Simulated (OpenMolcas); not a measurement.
## Co2+: moving or changing the point charges

Co2+ among 6 point charges of -2 e arranged as an octahedron (Oh), 1.95 Å from the ion.
```
   1.9500    0.0000    0.0000  -2.00
   0.0000    1.9500    0.0000  -2.00
  -1.9500    0.0000    0.0000  -2.00
   0.0000   -1.9500    0.0000  -2.00
   0.0000    0.0000    1.9500  -2.00
   0.0000    0.0000   -1.9500  -2.00
```

```json
{"Program": "OpenMolcas 26.06", "Method": "CASSCF", "Basis": "ANO-RCC-VDZP [5s4p2d1f]", "Scalar Hamiltonian": "DKH2, point nucleus", "Active space": "7 electrons in 5 orbitals (3d)", "State averaging": "2S+1 = 4 even, 10 roots; 2S+1 = 2 even, 40 roots", "Spin-orbit coupling": "RASSI with atomic mean-field integrals over the reference wave functions"}
```

Runs around this geometry, states (labels of O, the rotations of Oh). Energies in cm-1 above the lowest state or level, χT in cm3 K/mol; under a threefold ground state the first gap can be a small split of the lowest multiplet, not the spin-orbit step; 10Dq and B are least-squares fits to the states below 45000 cm-1, weighted by degeneracy, with a free offset, and given where the rms deviation is under 5 % of |10Dq| (or 100 cm-1) and under 700 cm-1.

| R (Å) | q (e) | Ground state | First state of that spin | 10Dq | B (rms of fit) | First gap with spin-orbit (degeneracies) | χT at 300 K | First state of another spin |
| --- | --- | --- | --- | --- | --- | --- | --- | --- |
| 1.95 | -1.6 | 4T1 | 4T2 3946 | 4291 | 1232 (165) | 351.5 (2, 4) | 3.872 | 2E 17819 |
| 1.79 | -2 | 4T1 | 4T2 7247 |  |  | 358.9 (2, 4) | 3.614 | 2E 15386 |
| 1.95 | -2 | 4T1 | 4T2 4968 | 5338 | 1231 (225) | 357.7 (2, 4) | 3.765 | 2E 17132 |
| 2.15 | -2 | 4T1 | 4T2 3198 | 3475 | 1233 (163) | 342.2 (2, 4) | 3.983 | 2E 18346 |

Taking the first state of the same spin as R^-n, n = -ln(3198 / 7247) / ln(2.15 / 1.79) = 4.5 between the shortest and longest distance.

Scaling the charges by -1.6 / -2 = 0.80 scales |10Dq| by 4291 / 5338 = 0.80; with fixed orbitals a first-order splitting would follow the charge.

An orbital triplet at a regular site is open to Jahn-Teller coupling, which can distort the site and quench the lowest spin-orbit gaps and is left out. Without dynamic correlation the repulsion within the d shell is too large (B by tens of per cent), so at a given field states of lower spin stand too high. Point charges carry no covalency, so the field is a model and not that of real ligands. No measured value stands beside these numbers.
